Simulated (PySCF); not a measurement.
# Relaxation of quintet RhOF

Computed with UPBE0 in PySCF with Rh def2-TZVP with ECP28, O def2-TZVP, F def2-TZVP; scalar-relativistic core potentials, no spin–orbit coupling; density-fitted integrals. A (50,194) grid was used.

A hand-made linear start, of C∞v symmetry, held to at least that symmetry:

```xyz
3
charge 0 multiplicity 5, angstrom
Rh    0.0000    0.0000   -0.0667
O     0.0000    0.0000   -1.7367
F     0.0000    0.0000    1.8233
```

What does it relax to?

It ends at C∞v with Rh–F 1.909 Å, Rh–O 1.748 Å; F–Rh–O 180.0°. A frequency run shows a minimum. Other isomers or separated fragments may lie lower.

How much energy is released, and in how many steps?

12.6 kJ/mol in 4 steps.

With open d or f shells other occupations or spin states may lie lower. At this level a triplet minimum of Cs symmetry lies 21 kJ/mol below this structure.
